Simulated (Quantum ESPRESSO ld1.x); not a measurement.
The numbers below are computed, except where a source is named.
Ca XI, 10 electrons, occupied as [He] 2s2 2p5 3s1 (not the ground configuration). Code: ld1.x of Quantum ESPRESSO 7.5. Model: non-relativistic Kohn-Sham, LDA (Slater exchange, VWN5 correlation), spin-polarised, spherical densities, point nucleus; open shells are filled with parallel spins first.

X-ray form factor f0, the Fourier transform of the density (f0(0) = 10):

sin(theta)/lambda (1/angstrom)  f0 (electrons)
0.05                                     9.965
0.1                                      9.862
0.15                                     9.696
0.2                                      9.477
0.25                                     9.214
0.3                                      8.920
0.4                                      8.276
0.5                                      7.615
0.6                                      6.974
0.8                                      5.797
1                                        4.755
1.25                                     3.654
1.5                                      2.813
2                                        1.842
